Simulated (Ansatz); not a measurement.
Molecule: sum formula H$_{3}$BNO$_{2}$, net charge 0, doublet state. It need not be the lowest isomer of its formula. 
Structure (B3LYP-D3(BJ)/def2-TZVP (Ansatz, a program for electronic structure) minimum search):
```xyz
7

N     -0.6748     1.2510     0.4446
B     -0.0169     0.0310     0.0123
O     -0.8176    -1.0386    -0.2985
O      1.3547     0.0188     0.0238
H     -0.8966     1.9286    -0.2839
H     -0.3634    -1.8604    -0.5043
H      1.7714    -0.8213    -0.1876
```
Charge 0, spin multiplicity 2.

Total electronic energies in hartree. Valence correlation only, unless marked. UHF or UKS for open shells. No spin-orbit coupling. No relativistic terms. Basis-set limits of correlation are two-point, X^-3; Hartree-Fock from the larger set. [CCSD(T)-MP2]/basis is that difference in the basis named.

| level | program | energy (Eh) |
|---|---|---|
| B3LYP/def2-TZVPD | Ansatz | -232.02461 |
| SCS-MP2/aug-cc-pVTZ | Ansatz | -231.54116 |
| SCS-MP2/aug-cc-pVQZ | Ansatz | -231.61161 |
| CCSD/cc-pVTZ | Ansatz | -231.55641 |
| CCSD(T)/aug-cc-pVDZ | Ansatz | -231.40068 |
| CCSD(T)/aug-cc-pVQZ | Ansatz | -231.66337 |
| CCSD(T)/cc-pVQZ | Ansatz | -231.65634 |
| RI-MP2/CBS(aug-cc-pVTZ,aug-cc-pVQZ)+[CCSD(T)-MP2]/aug-cc-pVQZ | Ansatz | -231.7000 |
| CCSD(T)/CBS(aug-cc-pVTZ,aug-cc-pVQZ) | Ansatz | -231.6968 |

Totals of different functionals don't rank their quality; only differences between species are comparable.
